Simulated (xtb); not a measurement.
Here is a job for xtb.
```
$ xtb mol.xyz --gfn 2 --uhf 1 --opt vtight --json

# file mol.xyz
4

I     -1.91800120    -1.44746856    -0.18575834
Si    -0.02199618    -0.02144753     0.66642571
I      2.07403927    -0.96609967    -0.25728577
I     -0.06958702     2.32880845    -0.19057266
```

Problem. What is the computed total energy at the end of the optimisation (GFN2-xTB (xtb))?

Solution. -13.2374 Eh

Problem. Predict the dipole moment from GFN2-xTB.

Solution. 2.42 D
